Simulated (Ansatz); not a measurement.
Geometry optimisation, RKS LDA/def2-SVP in Ansatz.

input.yaml

```yaml
crystal:
  periodic: [false, false, false]
  atoms:
    - { symbol: W, position_ang: [0.080204, -0.111235, -0.254476] }
    - { symbol: H, position_ang: [0.323051, -0.46808, 1.405411] }
    - { symbol: F, position_ang: [1.924513, -0.203501, -0.311008] }
    - { symbol: F, position_ang: [0.405864, 1.506251, -1.115139] }
    - { symbol: F, position_ang: [-1.283062, 0.770135, 0.635502] }
    - { symbol: F, position_ang: [0.248368, -1.956209, -0.300085] }
    - { symbol: F, position_ang: [-1.261832, -0.54047, -1.457745] }
    - { symbol: P, position_ang: [1.775084, 2.280926, 1.900524] }
    - { symbol: H, position_ang: [2.778807, 1.234248, 1.905241] }
    - { symbol: H, position_ang: [1.987282, 2.54191, 0.492478] }
    - { symbol: H, position_ang: [0.728822, 1.335825, 1.628297] }
basis:
  gaussian: { orbitals: def2-SVP }
hamiltonian:
  xc: lda
relax:
  f_tol: 0.03
  max_steps: 50
```

Launched with:

```bash
$ ansatz run input.yaml --threads 4 --pin off --max-ram 5120MiB --backend cpu --events-out ev --progress --plain --runs-dir out
```

Where does it end, and by what steps?

It converged. The force dipped under the threshold on the way, but the program's further checks kept it going. After 15 steps the energy has fallen by 0.028 eV; H10 moved furthest, 0.58 Å.

```json
{"step": "0", "energy less start (eV)": "0.0000", "largest force component (eV/Å)": "0.436", "accepted": "yes"}
{"step": "1", "energy less start (eV)": "-0.0010", "largest force component (eV/Å)": "0.250", "accepted": "yes"}
{"step": "2", "energy less start (eV)": "-0.0099", "largest force component (eV/Å)": "0.135", "accepted": "yes"}
{"step": "3", "energy less start (eV)": "-0.0144", "largest force component (eV/Å)": "0.114", "accepted": "yes"}
{"step": "4", "energy less start (eV)": "-0.0170", "largest force component (eV/Å)": "0.153", "accepted": "yes"}
{"step": "5", "energy less start (eV)": "-0.0190", "largest force component (eV/Å)": "0.137", "accepted": "yes"}
{"step": "6", "energy less start (eV)": "-0.0206", "largest force component (eV/Å)": "0.112", "accepted": "yes"}
{"step": "7", "energy less start (eV)": "-0.0220", "largest force component (eV/Å)": "0.088", "accepted": "yes"}
{"step": "8", "energy less start (eV)": "-0.0231", "largest force component (eV/Å)": "0.061", "accepted": "yes"}
{"step": "9", "energy less start (eV)": "-0.0236", "largest force component (eV/Å)": "0.102", "accepted": "yes"}
{"step": "10", "energy less start (eV)": "-0.0242", "largest force component (eV/Å)": "0.083", "accepted": "yes"}
{"step": "11", "energy less start (eV)": "-0.0252", "largest force component (eV/Å)": "0.066", "accepted": "yes"}
{"step": "12", "energy less start (eV)": "-0.0256", "largest force component (eV/Å)": "0.206", "accepted": "yes"}
{"step": "13", "energy less start (eV)": "-0.0268", "largest force component (eV/Å)": "0.076", "accepted": "yes"}
{"step": "14", "energy less start (eV)": "-0.0274", "largest force component (eV/Å)": "0.022", "accepted": "yes"}
{"step": "15", "energy less start (eV)": "-0.0278", "largest force component (eV/Å)": "0.022", "accepted": "yes"}
```

```xyz
11
Properties=species:S:1:pos:R:3
W 0.119 -0.138 -0.239
H 0.191 -0.495 1.430
F 1.942 -0.436 -0.174
F 0.684 1.395 -1.130
F -1.176 0.929 0.537
F 0.090 -1.990 -0.245
F -1.187 -0.448 -1.515
P 1.813 2.228 1.961
H 2.884 1.431 1.419
H 1.489 2.774 0.667
H 0.858 1.138 1.817
```

Whether the end is a true minimum wasn't checked by a vibrational analysis.

The run took 20 s on 4 threads of Arm Neoverse V2, on a shared host, peak memory 0.2 GiB.
